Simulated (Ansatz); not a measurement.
Wavefunction ladder for `CC(C)O[SiH](F)F`

```xyz
15

C     0.720   -0.652    1.284
C    -0.299    0.044    0.408
C    -0.823    1.323    1.018
O     0.304    0.377   -0.848
Si    0.253   -0.510   -2.187
F     1.013    0.298   -3.309
F     1.014   -1.889   -2.000
H     1.573    0.008    1.462
H     1.084   -1.566    0.811
H     0.277   -0.914    2.247
H    -1.144   -0.636    0.227
H    -1.305    1.118    1.977
H    -0.001    2.022    1.184
H    -1.551    1.797    0.358
H    -1.114   -0.821   -2.632
```

Total charge 0; spin multiplicity 1. The geometry is a stationary point of PBE0-D4/def2-TZVP. It is one conformer, not always the lowest. Frozen core, restricted reference, the Gaussian-basis code of Ansatz. CBS rows extrapolate triple and quadruple zeta; past MP2 they add the triple-zeta difference.

```tsv
basis	HF (Eh)	MP2 corr.	CCSD corr.	(T)	CCSD(T) total
def2-TZVPP	?	-1.37199	-1.41461	-0.04802	?
def2-QZVPP	-681.34884	?	–	–	–
CBS(def2)	?	-1.56479	?	as TZ	?
```

(1) Fill in the withheld values. (Estimate.)

Results:

(1) Ansatz gave: def2-TZVPP HF (Eh): -681.31987; def2-TZVPP CCSD(T) total: -682.78250; def2-QZVPP MP2 corr.: -1.48275; CBS(def2) HF (Eh): -681.35283; CBS(def2) CCSD corr.: -1.60742; CBS(def2) CCSD(T) total: -683.00827.
